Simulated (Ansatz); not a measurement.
Frontier orbitals of `FCN[SiH3]`.

Z-matrix (Å, degrees):
```
C
N 1 1.404
F 1 1.402 2 112.9
H 1 1.093 2 110.2 3 118.4
H 1 1.093 2 111.3 3 -118.9
Si 2 1.733 1 123.3 3 -76.7
H 2 1.009 1 113.7 3 77.8
H 6 1.488 2 115.0 1 78.5
H 6 1.485 2 107.5 1 -161.0
H 6 1.485 2 106.5 1 -41.8
```

Total charge 0; spin multiplicity 1. The geometry is a stationary point of PBE0-D4/def2-TZVP. It is one conformer, not always the lowest. Basis def2-TZVPP, Ansatz.

Orbital energies of one run (eV). Highest occupied ones, from the top: -8.01, -9.78, -10.08, -10.29, -10.76, -11.96, -13.70, -14.28, -14.89, -16.16, -19.41, -26.01, -34.16, -101.40. Empty: 0.64, 1.53, 2.10, 2.32, 2.43, 3.14.

Q: Which functional gave them?
A. revPBE
B. r2SCAN0
C. ωB97M-V
D. CAM-B3LYP

A: B. HOMO energies: r2SCAN0 -8.01, revPBE -6.34, CAM-B3LYP -9.21, ωB97M-V -10.12 eV.
